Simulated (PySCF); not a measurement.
A structure optimised at B3LYP-D3(BJ)/def2-SVP, used in a PySCF frequency run:

```xyz
3

Te     0.6712    -0.9589     0.0000
Cl    -1.4084    -2.1434     0.0000
I     -0.2068     1.6283     0.0000
```
Charge 0, spin multiplicity 1.

Q: Write its SMILES, formula and point group.

A: Cl[Te]I, ClITe, Cs

Q: What are its rotational constants (standard atomic weights)?

A: 3.8215, 0.81900, 0.67445 GHz
